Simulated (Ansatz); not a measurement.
All numbers were calculated with Ansatz.

A structure relaxed at PBE0-D4/def2-TZVP, charge 0, multiplicity 1:

Cartesian coordinates in Å:
```
C 0.283 0.278 -2.275
Si -0.403 -0.584 -0.753
Si 0.159 0.567 1.208
N -0.299 -0.386 2.572
H -0.133 1.283 -2.369
H 0.036 -0.279 -3.181
H 1.370 0.365 -2.213
H -1.884 -0.716 -0.858
H 0.152 -1.968 -0.663
H 1.613 0.927 1.136
H -0.574 1.861 1.301
H -0.269 0.014 3.496
H -0.051 -1.362 2.598
```

Give its formula and SMILES.

CH9NSi2, `C[SiH2][SiH2]N`.

Point group (tolerance 0.08 Å, 0.16 Å for H)?

C1.

Summarise the bond lengths by kind.

1 × C–Si 1.878 Å; 3 × C–H 1.092 Å; 1 × Si–Si 2.342 Å; 4 × H–Si 1.490 to 1.500 Å; 1 × N–Si 1.725 Å; 2 × H–N 1.007 to 1.008 Å.
